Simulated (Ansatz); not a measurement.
`CC#[N+][Al-]([F])([F])[F]` → Al• + 2 C• + 3 F• + 3 H• + N•  (atomization)

Program: Ansatz. Geometries: PBE0-D4/def2-TZVP. ΔE: electronic, gas phase. CBS: MP2 limit from def2 TZ/QZ plus the TZ coupled-cluster correction, frozen cores. This one scheme is used for every species, atoms too. Functionals use def2-TZVPP. B3LYP here is the variant with VWN-RPA as its local correlation; programs differ in this. No spin–orbit coupling; open shells (•) take unrestricted orbitals. Spin–orbit coupling would lower the free atoms: a little for Al, C, F.

| level | ΔE (kJ/mol) |
| --- | --- |
| PBE0-D4 | 4451.8 |
| B3LYP-D4 | 4465.5 |
| CAM-B3LYP | 4487.5 |
| LC-ωPBE | 4482.5 |
| HF/def2-SVP | 3286.6 |
| CCSD(T)/def2-TZVPP | 4370.2 |
| HF/CBS(def2) | 3296.9 |
| CCSD(T)/CBS(cc) | 4510.9 |

(1) What does CCSD(T)/CBS give? (An estimate is asked.)

Largest T1 diagnostic among the species: 0.018.

Results:

(1) Computed: +4501.2 kJ/mol. The listed levels differ from it by -49.4, -35.7, -13.7, -18.7, -1214.6, -131.0, -1204.3, 9.7 kJ/mol.

In def2-TZVPP, CCSD(T) changes the Hartree–Fock value by +1091.0 kJ/mol (the triples alone add +76.2 kJ/mol) and MP2 by +1263.2 kJ/mol; breaking electron pairs costs correlation energy, which Hartree–Fock lacks. The D4 term adds +28.3 kJ/mol with B3LYP and +15.0 kJ/mol with PBE0; it sums over pairs of atoms, weighted by their polarisabilities, and B3LYP, whose exchange is more repulsive, gets the larger term. Leaving LDA and LC-ωPBE aside and taking each functional with its dispersion term where it has one, the values, not all of them listed here, spread over 287.9 kJ/mol, from BHLYP-D4 to PBE-D4. LDA lies +556.1 kJ/mol from PBE without D4, its usual overbinding.

For atomizations the MP2-based limit and the directly extrapolated one differ by several kJ/mol either way, and by 10 to 25 for some Ge, Se and Sn compounds, so smaller differences from it don't rank the levels.
